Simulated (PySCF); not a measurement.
`C=CB[SiH3]`, C2H7BSi

Geometry:
```csv
atom,x (Å),y (Å),z (Å)
C1,-1.643,0.528,1.403
C2,-0.398,0.227,0.982
B3,-0.074,0.143,-0.523
Si4,1.733,-0.328,-1.290
H5,-1.912,0.598,2.464
H6,-2.448,0.714,0.683
H7,0.368,0.050,1.747
H8,-0.982,0.353,-1.301
H9,2.833,-0.408,-0.274
H10,1.642,-1.669,-1.961
H11,2.150,0.656,-2.342
```

Method used: GIAO wB97X-D/pcSseg-1 magnetisability, rotational g tensor and spin-rotation constants, non-relativistic, gas phase (PySCF 2.14.0). Geometry: PBE0-D3(BJ)/def2-SVP.

Question: What are the magnetisability and the molar susceptibility?

Answer: Isotropic -685 × 10⁻³⁰ J/T², or -41.2 × 10⁻⁶ cm³/mol; principal values -975, -595, -485 × 10⁻³⁰ J/T², anisotropy 445 × 10⁻³⁰ J/T² (root of half the summed squared differences of the principal values). The susceptibility is in cgs units.

Question: Split it along the inertial axes a, b, c into diamagnetic and paramagnetic parts about the centre of mass, with the quadrupole moment.

Answer: 
```tsv
axis	χ (10⁻⁶ cm³/mol)	diamagnetic (10⁻⁶ cm³/mol)	paramagnetic (10⁻⁶ cm³/mol)	summed x² of all electrons (Å²)	quadrupole Θ (D Å)
a	-34.4	-127.8	93.4	141.8	+2.67
b	-30.6	-646.0	615.3	19.7	-0.72
c	-58.7	-685.2	626.5	10.4	-1.94
```
Anisotropies 2χaa − χbb − χcc = +20.6 and 2χbb − χaa − χcc = +31.8 × 10⁻⁶ cm³/mol. Θ is traceless in Buckingham's convention.

Question: And the rotational g tensor?

Answer: 
```tsv
axis	rotational constant (GHz)	g	nuclear part	electronic part
a	27.8455	-0.3768	0.8448	-1.2216
b	2.1508	-0.0309	0.5909	-0.6218
c	2.0439	-0.0017	0.5999	-0.6016
```
Asymmetric top; isotopes 11B, 12C, 1H, 28Si; no vibrational averaging.
